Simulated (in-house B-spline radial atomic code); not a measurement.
Inner levels of strontium as electrons are removed. A shift is the extra binding of the orbital against the neutral atom ([Kr] 5s2). The density at the nucleus is averaged over the nuclear charge. Computed with a radial B-spline atomic code at the basis-set limit: Dirac-Hartree-Fock, jj configuration that fills j = l - 1/2 first, finite nuclei.

A number in brackets counts the electrons of a j subshell.

```csv
ion,configuration,shift of 2s1/2 (eV),shift of 3p3/2 (eV),shift of 3s1/2 (eV),radius of 2s1/2 (bohr),radius of 3p3/2 (bohr),radius of 3s1/2 (bohr),Σ<r²> (bohr²),change of density at nucleus (bohr⁻³)
Sr,[Kr] 5s2,0,0,0,0.17173,0.49895,0.4887,74.322,-
Sr+,[Kr] 5s1,6.0902,6.0865,6.0713,0.17173,0.49892,0.48871,45.014,-2.797
Sr2+,[Ar] 3d10 4s2 4p6,13.563,13.547,13.501,0.17173,0.49888,0.48873,26.321,-8.5836
Sr3+,[Ar] 3d10 4s2 4p1/2(2) 4p3/2(3),29.986,29.519,29.62,0.17172,0.49923,0.48856,22.306,-0.7272
Sr4+,[Ar] 3d10 4s2 4p1/2(2) 4p3/2(2),47.72,46.666,46.936,0.17171,0.49908,0.48833,18.857,8.0141
Sr5+,[Ar] 3d10 4s2 4p1/2(2) 4p3/2(1),66.686,64.896,65.36,0.1717,0.49884,0.48805,15.839,17.607
Sr6+,[Ar] 3d10 4s2 4p1/2(2),86.822,84.142,84.823,0.17169,0.49852,0.48771,13.163,28.025
Sr7+,[Ar] 3d10 4s2 4p1/2(1),108.26,104.81,105.45,0.17167,0.49785,0.48727,10.798,38.462
Sr8+,[Ar] 3d10 4s2,130.82,126.46,127.06,0.17165,0.49707,0.48677,8.6709,49.623
Sr9+,[Ar] 3d10 4s1,?,?,?,?,?,?,?,?
Sr10+,[Ar] 3d10,180.19,173.97,173.76,0.17166,0.49496,0.48679,5.2908,-113.67
Sr11+,[Ar] 3d3/2(4) 3d5/2(5),230.06,213.91,215.17,0.17158,0.48883,0.48215,4.8157,-90.248
Sr12+,[Ar] 3d3/2(4) 3d5/2(4),?,?,?,?,?,?,?,?
Sr13+,[Ar] 3d3/2(4) 3d5/2(3),336.94,298.04,302.2,0.1714,0.47666,0.47266,3.9893,-37.313
Sr14+,[Ar] 3d3/2(4) 3d5/2(2),393.88,342.17,347.75,0.17128,0.47066,0.46787,3.6273,-7.8264
Sr15+,[Ar] 3d3/2(4) 3d5/2(1),?,?,?,?,?,?,?,?
Sr16+,[Ar] 3d3/2(4),514.55,434.45,442.72,0.17099,0.45888,0.45828,2.986,57.138
Sr17+,[Ar] 3d3/2(3),578.62,484.56,492.24,0.17082,0.45273,0.45347,2.7029,93.243
```

Question: Fill in the row of Sr9+.

Answer: shift of 2s1/2 (eV): 155.05; shift of 3p3/2 (eV): 149.82; shift of 3s1/2 (eV): 150.03; radius of 2s1/2 (bohr): 0.17165; radius of 3p3/2 (bohr): 0.49606; radius of 3s1/2 (bohr): 0.48708; Σ<r²> (bohr²): 6.9133; change of density at nucleus (bohr⁻³): -27.404.

Question: Fill in the row of Sr12+.

Answer: shift of 2s1/2 (eV): 282.32; shift of 3p3/2 (eV): 255.27; shift of 3s1/2 (eV): 258; radius of 2s1/2 (bohr): 0.1715; radius of 3p3/2 (bohr): 0.48272; radius of 3s1/2 (bohr): 0.47743; Σ<r²> (bohr²): 4.3838; change of density at nucleus (bohr⁻³): -64.79.

Question: Fill in the row of Sr15+.

Answer: shift of 2s1/2 (eV): 453.09; shift of 3p3/2 (eV): 387.65; shift of 3s1/2 (eV): 394.6; radius of 2s1/2 (bohr): 0.17114; radius of 3p3/2 (bohr): 0.46473; radius of 3s1/2 (bohr): 0.46307; Σ<r²> (bohr²): 3.2939; change of density at nucleus (bohr⁻³): 23.66.
